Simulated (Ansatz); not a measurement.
GaHCl2O (SMILES [OH][Ga]([Cl])[Cl]): the energy to break a bond

The species is GaHCl2O (5 atoms), meant as a singlet with charge 0. SMILES: `[OH][Ga]([Cl])[Cl]`. The shape was relaxed beforehand at PBE0/def2-SVP.

```xyz
5

O     0.2542    1.3550    0.2457
Ga    0.1171   -0.3940    0.0554
Cl    1.5060   -1.6389    1.0623
Cl   -1.4141   -1.2449   -1.1609
H    -0.4133    1.8492   -0.2438
```

Wanted: the dissociation energy of the Ga2–O1 bond into doublet GaCl2 and doublet OH (shapes relaxed at PBE0/def2-SVP, no zero-point term). 1 Eh = 2625.50 kJ/mol = 27.2114 eV. Totals in Eh; open shells run unrestricted unless said.

| level | program | GaHCl2O | doublet GaCl2 | doublet OH |
| --- | --- | --- | --- | --- |
| BLYP/def2-SVP | Ansatz | -2920.667387 | -2844.859790 | -75.651084 |
| PBE/def2-SVP | Ansatz | -2919.875800 | -2844.129862 | -75.581373 |
| CCSD(T)/def2-SVP, 20 core orbitals frozen | Ansatz | -2917.938028 | -2842.284673 | -75.490188 |

Problem. Work out the dissociation energy at each level.

Solution. 
1. BLYP/def2-SVP: (-2844.859790) + (-75.651084) − (-2920.667387) = 0.156513 Eh = 410.9 kJ/mol = 4.26 eV.
2. PBE/def2-SVP: (-2844.129862) + (-75.581373) − (-2919.875800) = 0.164565 Eh = 432.1 kJ/mol = 4.48 eV.
3. CCSD(T)/def2-SVP: (-2842.284673) + (-75.490188) − (-2917.938028) = 0.163167 Eh = 428.4 kJ/mol = 4.44 eV.

The levels span 411 to 432 kJ/mol; no measured value is set beside them. A bond enthalpy at 298 K also holds the loss of zero-point energy and thermal terms.
